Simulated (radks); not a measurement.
Results of a calculation; reference values are marked as such.
Q: All-electron atom: Eu V in [Xe] 4f5. Level of theory: Dirac Kohn-Sham, XLYP, spin-unpolarised, spherical densities, point nucleus; open shells are shared between the two j in proportion to 2j + 1 (a radial shooting solver on a logarithmic mesh with Libxc functionals). Some entries of the table are withheld. Estimate them.

orbital,occ.,eigenvalue (hartree),<r^2> (bohr^2),<1/r> (bohr^-1)
1s1/2,2,-1778.045,0.0006790,70.25
2s1/2,2,-293.4653,0.01062,16.73
2p1/2,2,-278.4947,0.007724,16.70
2p3/2,4,-254.6714,0.008962,14.82
3s1/2,2,-66.14811,0.07108,6.087
3p1/2,2,-59.68706,0.06634,6.001
3p3/2,4,-54.83280,0.07347,5.527
3d3/2,4,-43.65454,0.05888,5.403
3d5/2,6,-42.59885,0.06088,5.284
4s1/2,2,-14.68765,0.3593,2.549
4p1/2,2,-12.18805,0.3784,(1)
4p3/2,4,-11.10430,0.4168,(2)
4d3/2,4,-6.98450,0.4771,(3)
4d5/2,6,-6.78803,0.4920,(4)
5s1/2,2,-3.26425,1.945,1.015
5p1/2,2,-2.53911,2.360,0.9138
5p3/2,4,-2.36785,2.610,0.8601
4f5/2,2.14286,-1.94602,0.8424,1.555
4f7/2,2.85714,-1.91885,0.8594,1.541

A: 
(1) 4p1/2 <1/r> (bohr^-1): 2.444
(2) 4p3/2 <1/r> (bohr^-1): 2.284
(3) 4d3/2 <1/r> (bohr^-1): 2.071
(4) 4d5/2 <1/r> (bohr^-1): 2.031
